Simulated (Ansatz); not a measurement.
One change: `O[CH](F)[SnH3]` becomes `OC(F)[SeH]`.

Ansatz, PBE0-D4/def2-TZVP geometries, multiplicity 1. Each molecule was computed in one conformer, which needn't be the lowest.

Elements past krypton have def2 core potentials. Scalar relativity is left out up to krypton. Spin–orbit coupling is left out; it splits and shifts lone-pair levels of the heavy atoms by tenths of an eV.

| property | `O[CH](F)[SnH3]` |
| --- | --- |
| HOMO–LUMO gap (PBE/def2-TZVPP) / eV | 5.50 |
| HOMO energy (PBE0/def2-TZVPP) / eV | -7.63 |
| HOMO–LUMO gap (ωB97M-V/def2-TZVPP) / eV | 11.13 |
| LUMO energy (ωB97M-V/def2-TZVPP) / eV | 1.30 |
| HOMO energy (B3LYP/def2-TZVPP) / eV | -7.45 |
| size of the dipole moment (ωB97M-V/def2-TZVPP) / D | 1.52 |

Problem. What does the change do to each property? (Estimate.)

Solution. The calculation gave: 
```json
{"property": "HOMO–LUMO gap (PBE/def2-TZVPP) / eV", "`OC(F)[SeH]`": "4.63", "shift": "-0.87"}
{"property": "HOMO energy (PBE0/def2-TZVPP) / eV", "`OC(F)[SeH]`": "-7.18", "shift": "0.45"}
{"property": "HOMO–LUMO gap (ωB97M-V/def2-TZVPP) / eV", "`OC(F)[SeH]`": "10.90", "shift": "-0.23"}
{"property": "LUMO energy (ωB97M-V/def2-TZVPP) / eV", "`OC(F)[SeH]`": "1.50", "shift": "0.20"}
{"property": "HOMO energy (B3LYP/def2-TZVPP) / eV", "`OC(F)[SeH]`": "-6.95", "shift": "0.50"}
{"property": "size of the dipole moment (ωB97M-V/def2-TZVPP) / D", "`OC(F)[SeH]`": "0.47", "shift": "-1.05"}
```

With PBE0 the HOMO rises by 0.45 eV and the LUMO falls by 0.35 eV, so the gap narrows by about 0.80 eV. PBE moves the HOMO by 0.34 eV and ωB97M-V by 0.44 eV. The zero-point energy changes by -30.3 kJ/mol with -6 modes. Dipoles are sizes alone; their direction can turn.

Positive LUMOs are unbound, so they and the gaps depend on the basis.

B3LYP here is the variant with VWN-RPA as its local correlation; programs differ in this.
